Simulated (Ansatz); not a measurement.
Breaking the Ge1–H3 bond in GeH5N (SMILES [NH2][GeH3]) (multiplicity 1 held, fragments rigid). Energies count from the point at 1.537 Å.
Geometry at that point (charge 0, multiplicity 1):
```xyz
7

Ge    -0.36017     0.04050     0.02988
N      1.47031    -0.14002    -0.20883
H     -1.03243    -0.90641    -0.97692
H     -0.70256     1.50788    -0.27309
H     -0.85896    -0.30670     1.45463
H      1.80696    -1.08530    -0.07686
H      2.02010     0.47463     0.37791
```

Signs of static correlation in cc-pVTZ, with CASSCF(2,2), from Ansatz (an electronic-structure program) runs.

| R (Å) | T1 of restricted CCSD | ⟨S²⟩ of UHF | largest double amplitude of restricted CCSD | weight of the CASSCF reference in MRCISD | CASSCF natural occupations |
|---|---|---|---|---|---|
| 1.230 | 0.010 | 0.000 | 0.025 | 0.901 | 1.99 0.01 |
| 1.383 | 0.010 | 0.000 | 0.027 | 0.901 | 1.99 0.01 |
| 1.537 | 0.010 | 0.000 | 0.028 | 0.901 | 1.98 0.02 |
| 1.691 | 0.010 | 0.000 | 0.034 | 0.901 | 1.97 0.03 |
| 1.844 | 0.010 | 0.000 | 0.048 | 0.901 | 1.96 0.04 |
| 2.075 | 0.012 | 0.000 | 0.078 | 0.901 | 1.93 0.07 |
| 2.305 | 0.015 | 0.260 | 0.158 | 0.901 | 1.88 0.12 |
| 2.690 | ? | 0.727 | 0.271 | 0.901 | 1.76 0.24 |
| 3.074 | 0.039 | 0.900 | ? | 0.902 | 1.59 0.41 |
| 3.535 | 0.059 | 0.972 | 0.580 | 0.902 | 1.37 0.63 |
| 4.150 | 0.080 | 0.998 | 0.780 | 0.902 | 1.17 0.83 |
| 4.918 | 0.091 | 1.003 | 0.920 | 0.902 | 1.06 0.94 |

Q: Fill in the missing entries.

A: 
- 2.690, T1 of restricted CCSD: 0.025
- 3.074, largest double amplitude of restricted CCSD: 0.405

Doubts at one or more of the structures used: a restricted determinant that unrestricted orbitals would lower (R-CCSD(T)/cc-pVTZ); other coupled-cluster roots lie near (R-CCSD(T)/cc-pVTZ); T1 above 0.05 (R-CCSD(T)/cc-pVTZ, U-CCSD(T)/cc-pVTZ); a spin-contaminated determinant (U-CCSD(T)/cc-pVTZ).
